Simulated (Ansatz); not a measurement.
Geometry optimisation, RKS B3LYP-D4/6-31G* (Ansatz 0.2.0).

Input:

```yaml
crystal:
  periodic: [false, false, false]
  atoms:
    - { symbol: B, position_ang: [-0.94943, 1.68775, -0.03629] }
    - { symbol: Si, position_ang: [0.58026, 0.49408, -0.24278] }
    - { symbol: B, position_ang: [0.25862, -1.14983, 0.80887] }
    - { symbol: S, position_ang: [-0.03053, -2.72421, 0.08072] }
    - { symbol: H, position_ang: [-1.8754, 1.63666, -0.75035] }
    - { symbol: H, position_ang: [-1.01282, 2.43927, 0.85776] }
    - { symbol: H, position_ang: [0.85323, 0.11393, -1.65432] }
    - { symbol: H, position_ang: [1.86981, 1.08903, 0.16839] }
    - { symbol: H, position_ang: [0.19804, -1.16248, 1.97968] }
    - { symbol: H, position_ang: [-0.24941, -3.46064, 1.17129] }
basis:
  gaussian: { orbitals: "6-31G*" }
hamiltonian:
  xc: b3lyp
  dispersion: d4
relax:
  f_tol: 0.015
  max_steps: 40
```

Launched with:

```bash
$ ansatz run input.yaml --threads 1 --pin off --max-ram 2048MiB --backend cpu --events-out ev --progress --plain --runs-dir out
```

Q: Where does it end, and by what steps?

A: The run converged. The force dipped under the threshold on the way, but the program's further checks kept it going. After 11 steps the energy has fallen by 0.137 eV; H9 moved furthest, 0.15 Å.

```json
{"step": "0", "energy less start (eV)": "0.0000", "largest force component (eV/Å)": "1.010", "accepted": "yes"}
{"step": "1", "energy less start (eV)": "-0.1149", "largest force component (eV/Å)": "0.258", "accepted": "yes"}
{"step": "2", "energy less start (eV)": "-0.1224", "largest force component (eV/Å)": "0.296", "accepted": "yes"}
{"step": "3", "energy less start (eV)": "-0.1081", "largest force component (eV/Å)": "0.520", "accepted": "no"}
{"step": "4", "energy less start (eV)": "-0.1356", "largest force component (eV/Å)": "0.083", "accepted": "yes"}
{"step": "5", "energy less start (eV)": "-0.1363", "largest force component (eV/Å)": "0.024", "accepted": "yes"}
{"step": "6", "energy less start (eV)": "-0.1368", "largest force component (eV/Å)": "0.014", "accepted": "yes"}
{"step": "7", "energy less start (eV)": "-0.1370", "largest force component (eV/Å)": "0.030", "accepted": "yes"}
{"step": "8", "energy less start (eV)": "-0.1371", "largest force component (eV/Å)": "0.045", "accepted": "yes"}
{"step": "9", "energy less start (eV)": "-0.1372", "largest force component (eV/Å)": "0.040", "accepted": "yes"}
{"step": "10", "energy less start (eV)": "-0.1372", "largest force component (eV/Å)": "0.019", "accepted": "yes"}
{"step": "11", "energy less start (eV)": "-0.1373", "largest force component (eV/Å)": "0.008", "accepted": "yes"}
```

```xyz
10
Properties=species:S:1:pos:R:3
B -0.967 1.654 -0.041
Si 0.653 0.485 -0.294
B 0.288 -1.142 0.856
S -0.130 -2.682 0.059
H -1.890 1.617 -0.799
H -1.069 2.357 0.920
H 0.879 0.096 -1.717
H 1.893 1.144 0.215
H 0.314 -1.089 2.046
H -0.330 -3.476 1.138
```

Whether the end is a true minimum wasn't checked by a vibrational analysis.

Run time: 43 s on 1 thread of Arm Neoverse V2 (shared host), peak memory 0.16 GiB.
